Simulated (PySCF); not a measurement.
# Computed spin Hamiltonian

Compound: C6H7ClNO (doublet state).
Numbering: `[CH2:1]=[C:2]([CH2:3]/[CH:4]=[C:5]\[Cl:6])[C:7]([NH2:8])=[O:9]` (hydrogens: H10, H11 on C1; H12, H13 on C3; H14 on C4; H15, H16 on N8)

Geometry (GFN2-xTB, Å), atoms numbered from 1 in this order:
```
atom  x, y, z in Å
C1    -0.5145   -1.8374    1.1338
C2    -0.4039   -0.6062    0.6421
C3     0.8931    0.1440    0.6405
C4     1.5951   -0.0102   -0.7110
C5     2.0065    0.9570   -1.4748
Cl6    1.9804    2.6200   -1.4236
C7    -1.6259    0.0312    0.0568
N8    -1.4026    1.0812   -0.7706
O9    -2.7470   -0.3504    0.3219
H10   -1.4648   -2.3430    1.1135
H11    0.3181   -2.3626    1.5712
H12    1.5547   -0.2784    1.4000
H13    0.7405    1.2025    0.8533
H14    1.7541   -1.0337   -1.0171
H15   -0.4888    1.3039   -1.1229
H16   -2.2026    1.4910   -1.2244
```

The hyperfine couplings belong to this conformer and change with its torsions.

Method: PySCF 2.14.0, UKS B3LYP, pcH-1 on C Cl H N O, non-relativistic, mean-field spin-orbit, GIAO. One conformer (not necessarily the lowest) at the GFN2-xTB geometry, without solvent, vibrations or thermal averaging. The geometry wasn't refined by DFT: couplings that depend on bond lengths, twists or pyramidal angles can differ widely from those at the functional's own minimum. The frame is twisted about the C2–C7 bond at this geometry (dihedral C3–C2–C7–N8 = 18°); couplings at other torsion angles weren't computed. Stability of the SCF solution: not tested.

```
g1, g2, g3                      : 2.00157, 2.00345, 2.00748
g_iso                           : 2.00417
Form of g                       : rhombic: the two nearest values differ by 32 % of g3 − g1
⟨S²⟩                            : 0.7590 (exact 0.7500)
HOMO–LUMO gap, α and β orbitals : 5.50, 3.89 eV
```

Isotropic coupling and dipolar principal values T1 to T3, in MHz; ρ(0) is the spin density at the nucleus:

```tsv
atom	isotope	a_iso	of which spin–orbit	T1	T2	T3	Mulliken spin population	ρ(0) (bohr⁻³)
C1	13C	3.1	0.0	-2.1	-1.6	3.8	0.03	0.0028
C2	13C	-5.2	0.0	-2.2	0.5	1.6	-0.01	-0.0046
C3	13C	47.0	0.0	-7.6	-6.8	14.4	0.07	0.0418
C4	13C	25.9	0.0	-20.5	0.4	20.1	-0.12	0.0231
C5	13C	467.2	0.3	-74.7	-52.1	126.8	0.89	0.4153
Cl6	35Cl	37.7	0.1	-35.7	-25.4	61.1	0.13	0.0858
C7	13C	0.4	0.0	-0.2	-0.2	0.4	0.00	0.0004
N8	14N	-0.3	0.0	-0.1	0.0	0.2	0.00	-0.0008
O9	17O	0.1	0.0	-0.3	-0.2	0.4	0.00	-0.0002
H10	1H	-1.0	0.0	-1.2	-0.4	1.6	0.00	-0.0002
H11	1H	-1.2	0.0	-0.9	0.1	0.8	0.00	-0.0003
H12	1H	-9.1	0.0	-3.6	-1.2	4.8	0.00	-0.0020
H13	1H	-6.5	0.0	-5.2	0.0	5.3	0.00	-0.0015
H14	1H	68.0	0.0	-6.9	-5.9	12.8	0.03	0.0152
H15	1H	0.2	0.0	-2.9	-2.7	5.6	0.00	0.0000
H16	1H	0.0	0.0	-0.8	-0.7	1.6	0.00	0.0000
```

The Mulliken spin populations are largest on C5 (+0.89), Cl6 (+0.13), C4 (-0.12) and C3 (+0.07). No atom but C5 exceeds +0.15. The positive populations add up to 1.15 and the negative ones to -0.15, together 2S = 1.

Axes: g1 points within 4° of the C3–C4 bond and g2 points within 12° of the C5–Cl6 bond.

Under fast tumbling the dipolar parts average out, and these isotropic splittings remain: 1 × 1H (H14, I = 1/2, 2 lines) with 2.42 mT, 1 × 35Cl (Cl6, I = 3/2, 4 lines) with 1.35 mT, 2 × 1H (H12/H13, I = 1/2, 3 lines) with 0.28 mT, 1 × 1H (H11, I = 1/2, 2 lines) with 0.04 mT and 1 × 1H (H10, I = 1/2, 2 lines) with 0.04 mT.

Class means assume fast exchange of nuclei equivalent by connectivity; if that motion is slow, each nucleus keeps its own coupling. H15 and H16 aren't averaged: N8 is flat or nearly so (angle sum 358°), and its turn about the short N8–C7 bond (1.36 Å) is taken as slow.

Main isotope only: 35Cl (natural samples also hold 24 % 37Cl, magnetic too, which adds its own pattern).

The 13C coupling of C5 (467.2 MHz) shows only in satellite lines or after enrichment, since that isotope makes up about 1.07 % of natural carbon.

The spin density at the nucleus, in bohr⁻³, is negative for C2 (-0.0046) and H12/H13 (-0.0017), for instance. A restricted open-shell determinant has no negative spin density anywhere; here it arises because α and β orbitals differ (spin polarisation).
